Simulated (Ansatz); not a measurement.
Al4N4Cl4H4⁺, that is (ClAlNH)4 cubane with one electron fewer. Charge 1, multiplicity 2. Geometry PBE-D4/def2-SVP, that of the neutral singlet; atoms count from 1.

```
atom   x (Å)   y (Å)   z (Å)
 Al1   0.766  -1.463   0.299
 Cl2   1.731  -3.304   0.675
  N3   0.425  -0.716  -1.455
 Al4   1.040   1.014  -0.840
 Cl5   2.348   2.292  -1.898
  N6   1.379   0.268   0.914
 Al7  -0.425   0.717   1.456
 Cl8  -0.961   1.620   3.290
  N9  -1.038  -1.013   0.839
Al10  -1.380  -0.268  -0.915
Cl11  -3.119  -0.607  -2.068
 N12  -0.765   1.461  -0.299
 H13   0.684  -1.154  -2.344
 H14   2.222   0.432   1.473
 H15  -1.674  -1.632   1.352
 H16  -1.233   2.354  -0.481
```

**Question.** Estimate the Mulliken populations from the PBE0/def2-SVP orbitals of Ansatz.

**Answer.** 
```tsv
atom	charge (e)	spin (α − β)
Al1	0.92	-0.03
Cl2	-0.17	0.09
N3	-0.72	0.20
Al4	0.92	-0.03
Cl5	-0.17	0.09
N6	-0.72	0.20
Al7	0.92	-0.03
Cl8	-0.17	0.09
N9	-0.72	0.20
Al10	0.92	-0.03
Cl11	-0.17	0.09
N12	-0.72	0.20
H13	0.23	-0.01
H14	0.23	-0.01
H15	0.23	-0.01
H16	0.23	-0.01
```
Mulliken values depend strongly on the basis.

**Question.** Where does the spin sit?

**Answer.** Summed by element: Al -0.13, Cl 0.36, N 0.79, H -0.03, of 1 unpaired in all. Largest on single atoms: N9 0.20, N3 0.20, N6 0.20.

**Question.** And the Mayer bond orders between heavy atoms (over 0.3)?

**Answer.** Al1–Cl2 1.25 (2.11 Å); Al1–N3 0.60 (1.94 Å); Al1–N6 0.60 (1.94 Å); Al1–N9 0.63 (1.94 Å); N3–Al4 0.60 (1.94 Å); N3–Al10 0.63 (1.94 Å); Al4–Cl5 1.25 (2.11 Å); Al4–N6 0.60 (1.94 Å); Al4–N12 0.63 (1.94 Å); N6–Al7 0.63 (1.94 Å); Al7–Cl8 1.25 (2.11 Å); Al7–N9 0.60 (1.94 Å); Al7–N12 0.60 (1.94 Å); N9–Al10 0.60 (1.94 Å); Al10–Cl11 1.25 (2.11 Å); Al10–N12 0.60 (1.94 Å).
